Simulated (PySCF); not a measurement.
A small calculation by hand: chemical shift, span and skew from a shielding tensor

C₄H₇NO, SMILES C=C/N=C/CO. Atoms are numbered in the order given.

```xyz
13

C      2.9919    -0.4239    -0.1942
C      1.8290    -0.1266     0.3911
N      0.6417    -0.0082    -0.3561
C     -0.4237     0.2948     0.2666
C     -1.7419     0.4640    -0.4414
O     -2.8012    -0.1403     0.2662
H      3.9112    -0.5151     0.3897
H      3.0370    -0.5790    -1.2760
H      1.7665     0.0353     1.4804
H     -0.4510     0.4497     1.3661
H     -1.6359     0.0926    -1.4773
H     -1.9781     1.5407    -0.4966
H     -2.6637    -1.0943     0.2447
```

Geometry optimised at ωB97X-D3(BJ)/def2-SVP. The structure was generated by enumeration; whether it is a known compound was not checked. Other conformers were not sampled.

GIAO shieldings from PBE/pcSseg-1 (PySCF), non-relativistic, no solvent. The symmetric part of the tensor of C5 has the principal values 81.8, 102.0, 134.6 ppm. The same nucleus in TMS has σ = 182.0 ppm at this level (PySCF, at its B3LYP-D3(BJ)/def2-TZVP geometry).

Task: Work out the isotropic shielding, the ¹³C shift against TMS, the span and the skew.

Result: 
σ(iso) = (σ11 + σ22 + σ33)/3 = 106.1 ppm. δ = σ(ref) − σ(iso) = 182.0 − (106.1) = 75.9 ppm.
Span Ω = σ33 − σ11 = 52.8 ppm. Skew κ = 3(σ(iso) − σ22)/Ω = 0.23. Tumbling in solution averages the tensor to δ; in a static solid the shielding alone would spread this spin-1/2 line over Ω.
